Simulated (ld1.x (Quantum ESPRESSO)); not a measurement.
Which change was made? (Cd, TM)

cadmium (Cd), norm-conserving Troullier–Martins (Kleinman–Bylander form), made with ld1.x (Quantum ESPRESSO) 7.5 (LDA (PZ), scalar-relativistic). Core [Ar] 3d10, reference 4s2 4p6 4d10 5s2 5p0. Waves: 4s (bound): rc 0.85 bohr; 4p (bound): rc 1.05 bohr; 4d (bound): rc 1.70 bohr. Local part: the d channel. Core correction: none.

Occupied shells without a wave of their own: 5s. They enter only through the test configuration that unscreens the potential.

Cutoffs, loose and tight: the cutoffs (Ry, on a coarse ladder) from which the occupation-weighted sum of valence levels, in a spherical-Bessel basis at the reference potential, stays within 10 and 1 mRy of its value at 400 Ry. They do not see the model core or the augmentation charge, which bear on the density cutoff. Test errors are all-electron minus pseudo excitation energies from the reference, over the configurations 4s2 4p6 4d10 5s1 5p0; 4s2 4p6 4d10 5s0 5p0; 4s2 4p6 4d9 5s0 5p0; 4s2 4p6 4d10 5s0 5p2; 4s1 4p6 4d10 5s2 5p0; 4s2 4p5 4d10 5s2 5p0; 4s2 4p6 4d10 5s0 5p1 (two spin-polarised tests are not counted in the largest error); variants that change the core or the reference have their own tests.

The base gives: outcome: generated; cutoff, loose: 180 Ry; cutoff, tight: 300 Ry; bound ghosts: none; largest test error (meV): -63.

Task: After one change the result is: outcome: generated; cutoff, loose: 260 Ry; cutoff, tight: over 300 Ry; bound ghosts: none; largest test error (meV): -214. Which change was it?
A. all radii scaled by about 1.28 (s 1.10, p 1.34, d 2.18 bohr)
B. all radii scaled by about 0.80 (s 0.68, p 0.84, d 1.36 bohr)
C. all radii scaled by about 0.89 (s 0.76, p 0.94, d 1.52 bohr)

Result: C. The others give: all radii scaled by about 1.28 (s 1.10, p 1.34, d 2.18 bohr) → outcome: generated, misses its reference levels by 0.23 eV; cutoff, loose: 140 Ry; cutoff, tight: 230 Ry; bound ghosts: none; largest test error (meV): -1758 | all radii scaled by about 0.80 (s 0.68, p 0.84, d 1.36 bohr) → outcome: generated, misses its reference levels by 0.17 eV; bound ghosts: none; largest test error (meV): -832.
